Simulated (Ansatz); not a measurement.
One change: `CC(N)CN` becomes `CC(N)N[SiH3]`.

Ansatz, PBE0-D4/def2-TZVP geometries, multiplicity 1. Each molecule was computed in one conformer, which needn't be the lowest.

```
                                      property  `CC(N)CN`
            LUMO energy (PBE0/def2-TZVPP) / eV       0.85
           HOMO–LUMO gap (PBE/def2-TZVPP) / eV       5.18
size of the dipole moment (PBE/def2-TZVPP) / D       2.08
             LUMO energy (PBE/def2-TZVPP) / eV       0.04
         HOMO energy (ωB97M-V/def2-TZVPP) / eV      -9.01
           LUMO energy (B3LYP/def2-TZVPP) / eV       0.50
```

(1) What does the change do to each property? (An estimate is asked.)

Results:

(1) Ansatz gave: 
```json
{"property": "LUMO energy (PBE0/def2-TZVPP) / eV", "`CC(N)N[SiH3]`": "0.46", "shift": "-0.39"}
{"property": "HOMO–LUMO gap (PBE/def2-TZVPP) / eV", "`CC(N)N[SiH3]`": "4.94", "shift": "-0.24"}
{"property": "size of the dipole moment (PBE/def2-TZVPP) / D", "`CC(N)N[SiH3]`": "1.38", "shift": "-0.70"}
{"property": "LUMO energy (PBE/def2-TZVPP) / eV", "`CC(N)N[SiH3]`": "-0.37", "shift": "-0.41"}
{"property": "HOMO energy (ωB97M-V/def2-TZVPP) / eV", "`CC(N)N[SiH3]`": "-9.06", "shift": "-0.05"}
{"property": "LUMO energy (B3LYP/def2-TZVPP) / eV", "`CC(N)N[SiH3]`": "0.20", "shift": "-0.30"}
```

With PBE0 the HOMO falls by 0.10 eV and the LUMO falls by 0.39 eV, so the gap narrows by about 0.29 eV. PBE moves the HOMO by -0.16 eV and ωB97M-V by -0.05 eV. Dipoles are sizes alone; their direction can turn.

B3LYP here is the variant with VWN-RPA as its local correlation; programs differ in this.
